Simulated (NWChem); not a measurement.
System: CF2, triplet; SMILES F[C]F

Here is an NWChem input.

```
start job
memory heap 200 mb stack 900 mb global 1100 mb
geometry units angstroms noautoz
  F      1.147626     0.000000    -0.164026
  C      0.000000     0.000000     0.497241
  F     -1.147626     0.000000    -0.164026
end
basis spherical
  F library def2-svp
  C library def2-svp
end
dft
  odft
  mult 3
  xc b3lyp
  grid coarse
  iterations 150
  mulliken
end
task dft gradient
```

Output (shortened):

```
             Northwest Computational Chemistry Package (NWChem) 7.3.0
             --------------------------------------------------------

 C2V symmetry detected

                             Geometry "geometry" -> ""
                             -------------------------

 Output coordinates in angstroms (scale by  1.889725989 to convert to a.u.)

  No.       Tag          Charge          X              Y              Z
 ---- ---------------- ---------- -------------- -------------- --------------
    1 F                    9.0000     1.14762600     0.00000000    -0.16531675
    2 C                    6.0000     0.00000000     0.00000000     0.49595025
    3 F                    9.0000    -1.14762600     0.00000000    -0.16531675

 Effective nuclear repulsion energy (a.u.)      61.8237777679

      Symmetry information
      --------------------

 Group name             C2v
 Group number             16
 Group order               4
 No. of unique centers     2

                                 NWChem DFT Module
                                 -----------------

 Summary of "ao basis" -> "ao basis" (spherical)
 ------------------------------------------------------------------------------
       Tag                 Description            Shells   Functions and Types
 ---------------- ------------------------------  ------  ---------------------
 F                          def2-svp                 6       14   3s2p1d
 C                          def2-svp                 6       14   3s2p1d

      Symmetry analysis of basis
      --------------------------

        a1         17
        a2          5
        b1         13
        b2          7

            General Information
            -------------------
          SCF calculation type: DFT
          Wavefunction type:  spin polarized.
          No. of atoms     :     3
          No. of electrons :    24
           Alpha electrons :    13
            Beta electrons :    11
          Charge           :     0
          Spin multiplicity:     3
          Use of symmetry is: on ; symmetry adaption is: on
          Maximum number of iterations: 150
          AO basis - number of functions:    42
                     number of shells:    18
          Convergence on energy requested:  1.00D-06
          Convergence on density requested:  1.00D-05
          Convergence on gradient requested:  5.00D-04

              XC Information
              --------------
                         B3LYP Method XC Potential
                     Hartree-Fock (Exact) Exchange  0.200
                        Slater Exchange Functional  0.800 local
                    Becke 1988 Exchange Functional  0.720 non-local
              Lee-Yang-Parr Correlation Functional  0.810
                  VWN I RPA Correlation Functional  0.190 local

             Grid Information
             ----------------
          Grid used for XC integration:  coarse
          Radial quadrature: Mura-Knowles
          Angular quadrature: Lebedev.
          Tag              B.-S. Rad. Rad. Pts. Rad. Cut. Ang. Pts.
          ---              ---------- --------- --------- ---------
          F                   0.50       35           6.0       302
          C                   0.70       35           5.0       302
          Grid pruning is: on
          Number of quadrature shells:    70
          Spatial weights used:  Erf1

      Superposition of Atomic Density Guess
      -------------------------------------

 Sum of atomic energies:        -236.20983326

      Non-variational initial energy
      ------------------------------

 Total energy =    -236.648472
 1-e energy   =    -451.506197
 2-e energy   =     153.033947
 HOMO         =      -0.254596
 LUMO         =       0.006515

   Symmetry analysis of molecular orbitals - initial alpha
   -------------------------------------------------------

  Numbering of irreducible representations:

     1 a1          2 a2          3 b1          4 b2

  Orbital symmetries:

     1 a1          2 b1          3 a1          4 a1          5 b1
     6 a1          7 b1          8 a1          9 b2         10 a2
    11 b1         12 a1         13 b2         14 a1         15 b1
    16 a1         17 b2         18 a1         19 b1         20 a1
    21 b1         22 a2         23 a1

   Symmetry analysis of molecular orbitals - initial beta
   ------------------------------------------------------

  Numbering of irreducible representations:

     1 a1          2 a2          3 b1          4 b2

  Orbital symmetries:

     1 a1          2 b1          3 a1          4 a1          5 b1
     6 a1          7 b1          8 a1          9 b2         10 a2
    11 b1         12 a1         13 b2         14 a1         15 b1
    16 a1         17 b2         18 a1         19 b1         20 a1
    21 b1         22 a2         23 a1

     ---------------------------------------------
      Total Density - Mulliken Population Analysis
     ---------------------------------------------

    Atom       Charge   Shell Charges
 -----------   ------   -------------------------------------------------------
    1 F    9     9.30   1.99  1.14  0.76  3.39  2.01  0.01
    2 C    6     5.40   1.99  0.87  0.43  1.27  0.76  0.08
    3 F    9     9.30   1.99  1.14  0.76  3.39  2.01  0.01

     --------------------------------------------
      Spin Density - Mulliken Population Analysis
     --------------------------------------------

    Atom       Charge   Shell Charges
 -----------   ------   -------------------------------------------------------
    1 F    9     0.15   0.00  0.01 -0.01  0.15  0.00  0.00
    2 C    6     1.69   0.00  0.20  0.29  0.65  0.54  0.01
    3 F    9     0.15   0.00  0.01 -0.01  0.15  0.00  0.00

   convergence    iter        energy       DeltaE   RMS-Dens  Diis-err
 ---------------- ----- ----------------- --------- --------- ---------
 d= 0,ls=0.0,diis     1   -237.3362933047 -2.99D+02  1.71D-02  2.18D-01
                                                     1.11D-02  1.48D-01
 d= 0,ls=0.0,diis     2   -237.2976322497  3.87D-02  7.19D-03  3.27D-01
                                                     7.74D-03  3.51D-01
 d= 0,ls=0.0,diis     3   -237.4258682433 -1.28D-01  1.47D-03  1.84D-02
                                                     1.31D-03  1.71D-02
 d= 0,ls=0.0,diis     4   -237.4311537361 -5.29D-03  5.85D-04  4.00D-04
                                                     2.52D-04  2.81D-04
 d= 0,ls=0.0,diis     5   -237.4313619917 -2.08D-04  1.14D-04  1.12D-05
                                                     1.02D-04  6.10D-06
  Resetting Diis
 d= 0,ls=0.0,diis     6   -237.4313727918 -1.08D-05  2.80D-05  1.06D-06
                                                     1.33D-05  1.80D-07
 d= 0,ls=0.0,diis     7   -237.4313733056 -5.14D-07  3.44D-06  2.61D-08
                                                     2.96D-06  2.05D-08

         Total DFT energy =     -237.431373305595
      One electron energy =     -451.582285939862
           Coulomb energy =      178.591239046585
    Exchange-Corr. energy =      -26.264104180186
 Nuclear repulsion energy =       61.823777767868

 Numeric. integr. density =       24.000005323312

                  Occupations of the irreducible representations
                  ----------------------------------------------

                     irrep           alpha         beta
                     --------     --------     --------
                     a1                6.0          5.0
                     a2                1.0          1.0
                     b1                4.0          4.0
                     b2                2.0          1.0

                    DFT Final Alpha Molecular Orbital Analysis
                    ------------------------------------------

 Vector   11  Occ=1.000000D+00  E=-4.598716D-01  Symmetry=b1
              MO Center=  7.9D-15, -8.2D-16, -1.3D-01, r^2= 1.8D+00
   Bfn.  Coefficient  Atom+Function         Bfn.  Coefficient  Atom+Function
  ----- ------------  ---------------      ----- ------------  ---------------
     4      0.347950  1 F  px                 6      0.349683  1 F  pz
    32      0.347950  3 F  px                34     -0.349683  3 F  pz
     7     -0.227065  1 F  px                35     -0.227065  3 F  px
     9     -0.224449  1 F  pz                37      0.224449  3 F  pz
    21     -0.073620  2 C  px                27      0.031527  2 C  d  1

 Vector   12  Occ=1.000000D+00  E=-3.491254D-01  Symmetry=a1
              MO Center= -3.5D-15, -9.2D-30,  5.4D-01, r^2= 1.4D+00
   Bfn.  Coefficient  Atom+Function         Bfn.  Coefficient  Atom+Function
  ----- ------------  ---------------      ----- ------------  ---------------
    17      0.443908  2 C  s                 20      0.426256  2 C  pz
    16      0.367463  2 C  s                  6      0.326982  1 F  pz
    34      0.326982  3 F  pz                 9     -0.238377  1 F  pz
    37     -0.238377  3 F  pz                23      0.158480  2 C  pz
    15     -0.153136  2 C  s                  3     -0.085092  1 F  s

 Vector   13  Occ=1.000000D+00  E=-2.105789D-01  Symmetry=b2
              MO Center=  1.0D-15, -8.9D-17,  3.7D-01, r^2= 1.2D+00
   Bfn.  Coefficient  Atom+Function         Bfn.  Coefficient  Atom+Function
  ----- ------------  ---------------      ----- ------------  ---------------
    19      0.679760  2 C  py                22      0.422397  2 C  py
     5      0.297649  1 F  py                33      0.297649  3 F  py
     8     -0.243050  1 F  py                36     -0.243050  3 F  py

 Vector   14  Occ=0.000000D+00  E= 1.254432D-01  Symmetry=a1
              MO Center= -2.0D-16,  1.5D-16, -5.7D-02, r^2= 1.5D+00
   Bfn.  Coefficient  Atom+Function         Bfn.  Coefficient  Atom+Function
  ----- ------------  ---------------      ----- ------------  ---------------
    17      1.082467  2 C  s                 23     -0.796048  2 C  pz
     3     -0.581207  1 F  s                 31     -0.581207  3 F  s
    20     -0.497724  2 C  pz                 7      0.390117  1 F  px
    35     -0.390117  3 F  px                 4     -0.301055  1 F  px
    32      0.301055  3 F  px                16      0.209197  2 C  s

 Vector   15  Occ=0.000000D+00  E= 1.721922D-01  Symmetry=b1
              MO Center= -8.1D-16, -4.9D-18,  6.7D-01, r^2= 2.0D+00
   Bfn.  Coefficient  Atom+Function         Bfn.  Coefficient  Atom+Function
  ----- ------------  ---------------      ----- ------------  ---------------
    21      1.273258  2 C  px                 3     -0.672938  1 F  s
    31      0.672938  3 F  s                 18      0.534852  2 C  px
     9     -0.281544  1 F  pz                37      0.281544  3 F  pz
     6      0.219922  1 F  pz                34     -0.219922  3 F  pz
     7      0.209396  1 F  px                35      0.209396  3 F  px

 Vector   16  Occ=0.000000D+00  E= 3.254365D-01  Symmetry=a1
              MO Center= -1.6D-16, -2.2D-30,  6.8D-01, r^2= 2.3D+00
   Bfn.  Coefficient  Atom+Function         Bfn.  Coefficient  Atom+Function
  ----- ------------  ---------------      ----- ------------  ---------------
    17      1.838868  2 C  s                 16     -1.647877  2 C  s
     3     -0.324215  1 F  s                 31     -0.324215  3 F  s
    15      0.295485  2 C  s                  4      0.168933  1 F  px
    32     -0.168933  3 F  px                 6     -0.084900  1 F  pz
    34     -0.084900  3 F  pz                20     -0.067903  2 C  pz

                     DFT Final Beta Molecular Orbital Analysis
                     -----------------------------------------

 Vector    9  Occ=1.000000D+00  E=-5.037577D-01  Symmetry=b2
              MO Center= -1.1D-17,  5.3D-15, -7.2D-02, r^2= 1.6D+00
   Bfn.  Coefficient  Atom+Function         Bfn.  Coefficient  Atom+Function
  ----- ------------  ---------------      ----- ------------  ---------------
     5      0.428859  1 F  py                33      0.428859  3 F  py
     8     -0.277221  1 F  py                36     -0.277221  3 F  py
    19     -0.208847  2 C  py                22     -0.124699  2 C  py
    25      0.026075  2 C  d -1

 Vector   10  Occ=1.000000D+00  E=-4.499368D-01  Symmetry=a2
              MO Center=  1.1D-15,  2.2D-14, -1.5D-01, r^2= 1.7D+00
   Bfn.  Coefficient  Atom+Function         Bfn.  Coefficient  Atom+Function
  ----- ------------  ---------------      ----- ------------  ---------------
     5      0.480574  1 F  py                33     -0.480574  3 F  py
     8     -0.330967  1 F  py                36      0.330967  3 F  py
    24     -0.034675  2 C  d -2

 Vector   11  Occ=1.000000D+00  E=-4.477276D-01  Symmetry=b1
              MO Center=  2.0D-14, -2.2D-14, -1.3D-01, r^2= 1.8D+00
   Bfn.  Coefficient  Atom+Function         Bfn.  Coefficient  Atom+Function
  ----- ------------  ---------------      ----- ------------  ---------------
     6      0.362229  1 F  pz                34     -0.362229  3 F  pz
     4      0.328057  1 F  px                32      0.328057  3 F  px
     9     -0.237714  1 F  pz                37      0.237714  3 F  pz
     7     -0.218603  1 F  px                35     -0.218603  3 F  px
    21     -0.084469  2 C  px                 3      0.035404  1 F  s

 Vector   12  Occ=0.000000D+00  E=-1.525801D-01  Symmetry=a1
              MO Center= -6.7D-17,  1.4D-31,  7.8D-01, r^2= 1.3D+00
   Bfn.  Coefficient  Atom+Function         Bfn.  Coefficient  Atom+Function
  ----- ------------  ---------------      ----- ------------  ---------------
    17      0.647755  2 C  s                 20      0.377698  2 C  pz
    16      0.318033  2 C  s                  6      0.244324  1 F  pz
    34      0.244324  3 F  pz                23      0.218945  2 C  pz
     9     -0.197939  1 F  pz                37     -0.197939  3 F  pz
    15     -0.165619  2 C  s                  3     -0.131454  1 F  s

 Vector   13  Occ=0.000000D+00  E=-1.599125D-02  Symmetry=b2
              MO Center= -1.3D-15, -4.8D-16,  4.2D-01, r^2= 1.3D+00
   Bfn.  Coefficient  Atom+Function         Bfn.  Coefficient  Atom+Function
  ----- ------------  ---------------      ----- ------------  ---------------
    19      0.596155  2 C  py                22      0.579307  2 C  py
     5      0.258806  1 F  py                33      0.258806  3 F  py
     8     -0.230444  1 F  py                36     -0.230444  3 F  py

 Vector   14  Occ=0.000000D+00  E= 1.627334D-01  Symmetry=a1
              MO Center= -5.6D-16,  1.7D-16, -7.7D-02, r^2= 1.6D+00
   Bfn.  Coefficient  Atom+Function         Bfn.  Coefficient  Atom+Function
  ----- ------------  ---------------      ----- ------------  ---------------
    17      1.126049  2 C  s                 23     -0.887815  2 C  pz
     3     -0.607534  1 F  s                 31     -0.607534  3 F  s
    20     -0.459827  2 C  pz                 7      0.389472  1 F  px
    35     -0.389472  3 F  px                 4     -0.281448  1 F  px
    32      0.281448  3 F  px                 2     -0.177232  1 F  s

     ---------------------------------------------
      Total Density - Mulliken Population Analysis
     ---------------------------------------------

    Atom       Charge   Shell Charges
 -----------   ------   -------------------------------------------------------
    1 F    9     9.14   1.99  1.15  0.77  3.34  1.89  0.01
    2 C    6     5.73   1.99  0.90  0.30  1.82  0.62  0.10
    3 F    9     9.14   1.99  1.15  0.77  3.34  1.89  0.01

[...]

                         DFT ENERGY GRADIENTS

    atom               coordinates                        gradient
                 x          y          z           x          y          z
   1 F       2.168699   0.000000  -0.312403    0.008402   0.000000  -0.004379
   2 C       0.000000   0.000000   0.937210    0.000000   0.000000   0.008757
   3 F      -2.168699   0.000000  -0.312403   -0.008402   0.000000  -0.004379
```

Level: B3LYP/def2-SVP, spin-unrestricted. In the optimisation the excess spin sits in a1 and b2 (C2v, its own frame). All runs use the structure optimised with B3LYP/6-31G* (spherical d), spin-unrestricted. No stability test was run on the SCF state.
